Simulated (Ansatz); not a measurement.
Consider the formal hydrolysis of the Si–In bond: `B[SiH2][InH2]` + H₂O → `B[SiH2]O` + `[InH3]`.

Gas-phase electronic energies from Ansatz, PBE0-D4/def2-TZVP geometries. CCSD(T)/CBS is the MP2 limit (def2-TZVPP, def2-QZVPP) plus CCSD(T) − MP2 in def2-TZVPP, frozen cores. This one scheme is used for every species. Functionals use def2-TZVPP. HSE06 is defined as in plane-wave codes. def2 core potentials past Kr. For In outer-core shells are correlated without core-valence functions, which leaves a few kJ/mol of doubt a bond. One conformer a species, not always the lowest.

| level | ΔE (kcal/mol) |
| --- | --- |
| LDA (SPW92) | 5.4 |
| PBE-D4 | 2.9 |
| r2SCANh-D4 | -3.1 |
| HSE06-D4 | -0.4 |
| CAM-B3LYP-D4 | -10.4 |
| ωB97X-V | -9.1 |
| HF/def2-TZVPP | -24.5 |
| HF/def2-QZVPP | -24.7 |

(1) What does CCSD(T)/CBS give? (An estimate is asked.)

Largest T1 diagnostic among the species: 0.015.

## Answers

(1) Ansatz gave: -3.0 kcal/mol. The listed levels differ from it by 8.4, 5.9, -0.1, 2.6, -7.4, -6.1, -21.5, -21.7 kcal/mol.

From PBE to PBE0 (25 % exact exchange), in def2-TZVPP and without D4, ΔE moves by −3.5 kcal/mol. Leaving LDA and LC-ωPBE aside and taking each functional with its dispersion term where it has one, the values, not all of them listed here, spread over 14.1 kcal/mol, from BHLYP-D4 to PBE-D4. LDA lies +3.5 kcal/mol from PBE without D4. At CCSD(T), def2-SVP lies −1.3 kcal/mol from the extrapolated value and def2-TZVPP −1.7 kcal/mol.
